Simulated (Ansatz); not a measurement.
## Ligand exchange: NH3 + Si(NH2)2(SiH3)2 → N2H4 + SiH(NH2)(SiH3)2

Gas-phase species: NH3 (ammonia) `N`, singlet; Si(NH2)2(SiH3)2, singlet; N2H4 (hydrazine) `NN`, singlet; SiH(NH2)(SiH3)2, singlet. The partners trade H for NH2: N–H and Si–NH2 bonds give way to N–NH2 and Si–H.

Shapes, held fixed at every level: PBE0-D4/def2-TZVP. Flexible molecules stand in one conformer, not always the lowest. Programs: Ansatz 0.2.0. Electronic energies: no zero-point or thermal term.

(1) Estimate ΔE of this reaction.

Results:

(1) The highest level, CCSD(T)/CBS estimate, gives ΔE = +236.6 kJ/mol; the levels span +221.1 to +236.6. The column of differences is taken from that level and isn't an error. No measured value is set beside it here. The CBS estimate extrapolates MP2 from def2-TZVPP and def2-QZVPP and adds CCSD(T) − MP2 in the triple-zeta set, cores frozen.

```
               level                    kind  ΔE (kJ/mol)  less CCSD(T)/CBS estimate
       HF/def2-TZVPP            Hartree–Fock       +222.2                      -14.4
   PBE-D4/def2-TZVPP                     GGA       +221.5                      -15.1
r2SCAN-D4/def2-TZVPP                meta-GGA       +234.2                       -2.4
  PBE0-D4/def2-TZVPP           global hybrid       +224.3                      -12.3
  wB97X-V/def2-TZVPP  range-separated hybrid       +221.1                      -15.5
  CCSD(T)/def2-TZVPP   coupled cluster or CI       +231.5                       -5.1
     CCSD/def2-TZVPP   coupled cluster or CI       +230.0                       -6.6
CCSD(T)/CBS estimate   coupled cluster or CI       +236.6                        0.0
```
